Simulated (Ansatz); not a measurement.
Calculated with Ansatz (gas phase, PBE0-D4/def2-TZVP geometries, no zero-point term in ΔE). CCSD(T)/CBS is the MP2 limit (def2-TZVPP, def2-QZVPP) plus CCSD(T) − MP2 in def2-TZVPP, frozen cores. This one scheme is used for every species. DFT in def2-TZVPP. B3LYP here is the variant with VWN-RPA as its local correlation; programs differ in this. def2 core potentials past Kr. For In outer-core shells are correlated without core-valence functions, which leaves a few kJ/mol of doubt a bond. One conformer a species, not always the lowest.

Consider the ligand exchange at the Si–S bond: `C=CS[SiH3]` + `[OH][In]([SH])[Cl]` → `[SiH3][O][In]([SH])[Cl]` + `C=CS`.

`C=CS[SiH3]`:

Z-matrix (Å, degrees):
```
Si
S 1 2.134
H 1 1.485 2 112.1
H 1 1.483 2 105.8 3 -120.0
H 1 1.487 2 109.5 3 120.7
C 2 1.761 1 99.3 3 -69.5
C 6 1.326 2 123.0 1 147.4
H 6 1.086 2 116.0 1 -36.3
H 7 1.084 6 122.0 2 -3.8
H 7 1.084 6 120.3 2 175.5
```

`[OH][In]([SH])[Cl]`:

Z-matrix (Å, degrees):
```
In
S 1 2.351
Cl 1 2.325 2 121.3
O 1 1.966 2 122.8 3 180.0
H 2 1.345 1 91.9 3 -0.3
H 4 0.961 1 111.7 2 179.6
```

`[SiH3][O][In]([SH])[Cl]`:

Cartesian coordinates in Å:
```
Si -0.518 -1.475 -0.960
O 0.331 -0.419 -0.045
In 0.074 1.374 0.710
S 1.812 2.328 1.969
Cl -1.949 2.393 0.283
H 0.158 -1.664 -2.273
H -0.589 -2.788 -0.266
H -1.905 -0.992 -1.209
H 2.586 1.243 1.791
```

`C=CS`:

Cartesian coordinates in Å:
```
C -0.608 -0.253 0.932
C -0.103 0.073 -0.251
S 1.615 0.154 -0.581
H 0.018 -0.498 1.783
H -1.681 -0.284 1.076
H -0.751 0.313 -1.086
H 1.509 0.494 -1.873
```

| level | ΔE (kJ/mol) | difference from CCSD(T)/CBS |
| --- | --- | --- |
| PBE-D4 | -27.3 | 19.1 |
| r2SCAN-D4 | -40.7 | 5.7 |
| PBE0-D4 | -34.3 | 12.1 |
| B3LYP-D4 | -45.3 | 1.1 |
| ωB97X-V | -45.3 | 1.1 |
| ωB97M-V | -44.8 | 1.6 |
| B2PLYP | -48.1 | -1.7 |
| PBE | -28.4 | 18.0 |
| r2SCAN | -40.8 | 5.6 |
| PBE0 | -35.0 | 11.4 |
| B3LYP | -47.1 | -0.7 |
| HF/def2-TZVPP | -67.5 | -21.1 |
| MP2/def2-TZVPP | -45.7 | 0.7 |
| SCS-MP2/def2-TZVPP | -51.6 | -5.2 |
| CCSD/def2-TZVPP | -52.4 | -6.0 |
| CCSD(T)/def2-TZVPP | -48.7 | -2.3 |
| HF/def2-QZVPP | -69.7 | -23.3 |
| MP2/def2-QZVPP | -45.1 | 1.3 |
| SCS-MP2/def2-QZVPP | -50.8 | -4.4 |
| HF/CBS(def2) | -70.0 | -23.6 |
| MP2/CBS(def2) | -43.3 | 3.1 |
| CCSD/CBS(def2) | -50.1 | -3.7 |
| CCSD(T)/CBS | -46.4 | 0 |

Largest T1 diagnostic among the species: 0.015.

From PBE to PBE0 (25 % exact exchange), in def2-TZVPP and without D4, ΔE moves by −6.6 kJ/mol. In def2-TZVPP, CCSD(T) changes the Hartree–Fock value by +18.8 kJ/mol (the triples alone add +3.7 kJ/mol) and MP2 by +21.8 kJ/mol.
